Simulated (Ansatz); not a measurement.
## Match the barriers

Saddle point of BSiHCl6, singlet (SiHCl₃ ([Cl][SiH]([Cl])[Cl]) + BCl₃ ([Cl][B]([Cl])[Cl]) → SiCl₄ ([Cl][Si]([Cl])([Cl])[Cl]) + BHCl₂ ([Cl][BH][Cl]); bonds formed: B1–H6, Cl2–Si5; bonds broken: B1–Cl2, Si5–H6), PBE0-D4/def2-TZVP structure:

| atom | x (Å) | y (Å) | z (Å) |
| --- | --- | --- | --- |
| B1 | -1.3837 | -0.1748 | 0.0961 |
| Cl2 | -0.3704 | -1.3721 | 1.1618 |
| Cl3 | -2.1081 | -0.9577 | -1.3226 |
| Cl4 | -2.3450 | 0.9666 | 1.0514 |
| Si5 | 1.1319 | 0.0840 | -0.0568 |
| H6 | -0.4032 | 0.5620 | -0.3901 |
| Cl7 | 1.5084 | 1.3898 | 1.4291 |
| Cl8 | 2.4840 | -1.4373 | -0.0841 |
| Cl9 | 1.4860 | 0.9394 | -1.8846 |

Ansatz 0.2.0; basis: def2-TZVPP, with def2-QZVPP for the basis limit; cores frozen in the correlated methods. B3LYP uses VWN-RPA correlation. Extrapolation: Hartree–Fock as exp(−7.88 √X), correlation as X^−2.97. Four methods, as single points on the PBE0-D4 structures, gave these electronic barriers from the start structure: 0.687, 1.337, 1.483, 2.157 eV.

Q: The methods were, in alphabetical order, B3LYP-D4, BHLYP-D4, HF, SPW92. Which gave which? (A judgement: the text doesn't fix the answer.)

A: By the calculation: SPW92 0.687; B3LYP-D4 1.337; BHLYP-D4 1.483; HF 2.157 eV. For comparison, CCSD(T) at an estimated basis limit (MP2 extrapolated from triple and quadruple zeta, plus CCSD(T) − MP2 in triple zeta) gives 1.275 eV.

T1 diagnostic: at most 0.011.

Ligand swaps between two centres remove the fluorinated layer in thermal atomic layer etching, and scramble precursors in the gas phase.

Labels in which every atom is bracketed show which atoms are joined, not bond orders.

For scale, one of the runs: CCSD(T)/def2-TZVPP, 339 basis functions, launched by `ansatz run in.yaml --threads 4 --pin off --events-out ev --progress --plain --max-ram 63488MiB --backend cuda --devices 0, --max-vram 37GiB`. Hardware: 4 CPU threads of an AMD EPYC 7R13 and a share of one NVIDIA H100, shared host. Wall time 11 s; peak host memory 0.88 GiB.
